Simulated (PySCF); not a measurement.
Compound: 2,2'-bipyridine, C10H8N2.
Geometry (GFN2-xTB, Å), atoms numbered from 1 in this order:
```
atom  x, y, z in Å
C1     3.4100   -0.0491    0.5609
C2     2.9141    0.8266   -0.3937
C3     1.5519    0.8564   -0.6279
C4     0.7266    0.0029    0.1065
C5    -0.7273   -0.0013   -0.1063
C6    -1.5524   -0.8548    0.6280
C7    -2.9144   -0.8259    0.3930
C8    -3.4104    0.0493   -0.5619
C9    -2.5077    0.8576   -1.2380
N10   -1.2074    0.8382   -1.0223
N11    1.2067   -0.8369    1.0222
C12    2.5070   -0.8568    1.2374
H13    4.4661   -0.1040    0.7755
H14    3.5810    1.4743   -0.9452
H15    1.1082    1.5154   -1.3561
H16   -1.1091   -1.5126    1.3574
H17   -3.5812   -1.4738    0.9443
H18   -4.4664    0.1035   -0.7768
H19   -2.8425    1.5593   -1.9920
H20    2.8419   -1.5577    1.9919
```

Method: PBE0/pcSseg-1 in PySCF (dipole) on a GFN2-xTB geometry, gas phase.

Take the most abundant isotopes and a rigid rotor. The values belong to one conformer with, in the numbering `[cH:1]1[cH:2][cH:3][c:4](-[c:5]2[cH:6][cH:7][cH:8][cH:9][n:10]2)[n:11][cH:12]1`, C3–C4–C5–C6 180°.

Task: What are A, B and C (cm⁻¹)?

Result: Ia = 169.39, Ib = 847.53, Ic = 1016.92 u·Å²; 505379 MHz·u·Å²/I gives 2984, 596.3 and 497.0 MHz, that is A = 0.09952, B = 0.01989, C = 0.01658 cm⁻¹.

Task: What kind of rotor is it?

Result: A near-prolate asymmetric top. Ray's parameter κ = (2B − A − C)/(A − C) = -0.920; −1 is the prolate and +1 the oblate limit.

Task: Is it planar, by Δ = Ic − Ia − Ib?

Result: Planar: Δ = Ic − Ia − Ib = 0.00 u·Å². For a rigid frame Δ = −2 Σ m c², so it vanishes when all atoms lie in the ab plane; here none is more than 0.01 Å from it.

The point group C2h allows no dipole (computed: 0.00 D), so a rigid rotor has no electric-dipole lines.

Task: Estimate the classical rotational partition function at 50 K, 200 K and 298.15 K.

Result: Point group C2h, symmetry number σ = 2; q = (√π/σ)·√((kT/h)³/(ABC)), k/h = 20836.6 MHz/K: 31700 at 50 K, 254000 at 200 K, 462000 at 298.15 K.

No frequency check. Zero-point vibration and centrifugal distortion are left out. Quadrupole hyperfine structure (14N) is left out.
